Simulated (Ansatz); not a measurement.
C2H7NOSi, SMILES `CN([SiH3])C=O`, relaxed with RKS PBE-D4/def2-SVP in Ansatz from a rough embedded geometry. The force threshold is 0.03 eV/Å; the program also tests the step.

Total charge 0; spin multiplicity 1.

Start:

```xyz
12

C     0.105   -0.467   -1.346
N    -0.131    0.177   -0.117
Si    0.546   -0.566    1.283
C    -0.826    1.365    0.087
O    -1.277    2.032   -0.898
H    -0.463    0.103   -2.197
H     1.134   -0.460   -1.614
H    -0.335   -1.470   -1.354
H     1.290   -1.824    0.899
H    -0.579   -0.986    2.209
H     1.423    0.374    1.979
H    -0.888    1.721    1.070
```

Question: By how much does the energy fall, and how many steps does the optimiser take? (An estimate is asked.)

Answer: Computed: 63.92 kJ/mol, in 14 steps, 1 of them rejected.

Question: Which bonds change most? (Estimate.)

Answer: Computed: C4–H12 from 1.047 to 1.126 Å; C1–H6 from 1.171 to 1.107 Å; C1–N2 from 1.408 to 1.465 Å; N2–Si3 from 1.724 to 1.779 Å.

Question: Give the relaxed structure. (Best estimate.)

Answer: Ansatz gave: 
```xyz
12

C    -0.171   -0.544   -1.345
N    -0.091    0.196   -0.083
Si    0.567   -0.605    1.363
C    -0.536    1.510   -0.076
O    -0.992    2.105   -1.039
H    -0.598    0.135   -2.108
H     0.833   -0.880   -1.679
H    -0.825   -1.437   -1.247
H     1.978   -1.055    1.099
H    -0.263   -1.812    1.702
H     0.526    0.401    2.474
H    -0.428    1.986    0.939
```
